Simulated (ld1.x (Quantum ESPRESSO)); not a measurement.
**u(r) = r·R(r): atom against pseudo-atom (tin)**

Columns: radius, all-electron u(r) and pseudo u(r) of the 4d shell (level -25.84 eV) of tin in the configuration [Ar] 3d10 4s2 4p6 4d10 5s2 5p2; PBE, scalar-relativistic, ultrasoft scheme, ld1.x (Quantum ESPRESSO) 7.5.

```json
{"r (bohr)": "0.085", "all-electron": "0.2292", "pseudo": "-0.0043"}
{"r (bohr)": "0.170", "all-electron": "0.5205", "pseudo": "-0.0327"}
{"r (bohr)": "0.255", "all-electron": "0.4772", "pseudo": "-0.1027"}
{"r (bohr)": "0.340", "all-electron": "0.1982", "pseudo": "-0.2200"}
{"r (bohr)": "0.425", "all-electron": "-0.1525", "pseudo": "-0.3773"}
{"r (bohr)": "0.510", "all-electron": "-0.4738", "pseudo": "-0.5559"}
{"r (bohr)": "0.595", "all-electron": "-0.7234", "pseudo": "-0.7313"}
{"r (bohr)": "0.680", "all-electron": "-0.8933", "pseudo": "-0.8792"}
{"r (bohr)": "0.765", "all-electron": "-0.9910", "pseudo": "-0.9821"}
{"r (bohr)": "0.850", "all-electron": "-1.0315", "pseudo": "-1.0332"}
{"r (bohr)": "0.935", "all-electron": "-1.0296", "pseudo": "-1.0363"}
{"r (bohr)": "1.020", "all-electron": "-0.9989", "pseudo": "-1.0040"}
{"r (bohr)": "1.105", "all-electron": "-0.9498", "pseudo": "-0.9512"}
{"r (bohr)": "1.190", "all-electron": "-0.8900", "pseudo": "-0.8900"}
{"r (bohr)": "1.275", "all-electron": "-0.8248", "pseudo": "-0.8248"}
{"r (bohr)": "1.360", "all-electron": "-0.7582", "pseudo": "-0.7582"}
{"r (bohr)": "1.445", "all-electron": "-0.6925", "pseudo": "-0.6925"}
{"r (bohr)": "1.530", "all-electron": "-0.6295", "pseudo": "-0.6295"}
{"r (bohr)": "1.615", "all-electron": "-0.5700", "pseudo": "-0.5700"}
{"r (bohr)": "1.700", "all-electron": "-0.5146", "pseudo": "-0.5146"}
{"r (bohr)": "1.785", "all-electron": "-0.4635", "pseudo": "-0.4635"}
{"r (bohr)": "1.870", "all-electron": "-0.4166", "pseudo": "-0.4166"}
{"r (bohr)": "1.955", "all-electron": "-0.3739", "pseudo": "-0.3739"}
{"r (bohr)": "2.040", "all-electron": "-0.3352", "pseudo": "-0.3352"}
{"r (bohr)": "2.125", "all-electron": "-0.3002", "pseudo": "-0.3002"}
{"r (bohr)": "2.210", "all-electron": "-0.2686", "pseudo": "-0.2686"}
```

How many radial nodes do the two functions have?

The all-electron 4d function has n − l − 1 = 1; the pseudo-wave has 0, since the states of the same l below it are removed with the core.

At about which radius was the pseudo-wave matched?

1.20 bohr, where the columns begin to agree (steps of 0.09 bohr).

Is the pseudo-wave norm-conserving?

No, it belongs to an ultrasoft set: the norm inside the radius is not constrained, and the difference is carried by the augmentation charge.
